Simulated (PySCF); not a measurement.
Si(H)(F)(Cl)(Et) (C₂H₆ClFSi), SMILES CC[SiH](F)Cl.

Coordinates come from a PBE0-D3(BJ)/def2-SVP optimisation. This is a generated structure with no PubChem entry under its InChIKey; it may be hypothetical. The values are those of a single conformer.

Method: ωB97X/def2-TZVP (PySCF).

Isolated molecule, no solvent.

**Question.** Estimate the frontier levels, gap, dipole moment and polarisability. (An estimate is asked for; the answer gives what the named calculation found.)

**Answer.** 
```
Quantity                                                                                                       Result
---------------------------------------------------------------------------------------------  ----------------------
highest occupied level                                                                                      -11.13 eV
lowest empty level                                                                                            2.65 eV
orbital gap                                                                                                  13.78 eV
dipole moment                                                                                                  2.25 D
quadrupole, principal values (traceless, Buckingham form, about the centre of nuclear charge)   -3.73, 1.60, 2.13 D·Å
mean static polarisability                                                                       58.3 bohr³ (8.65 Å³)
polarisability, principal values                                                               50.6, 59.8, 64.7 bohr³
```
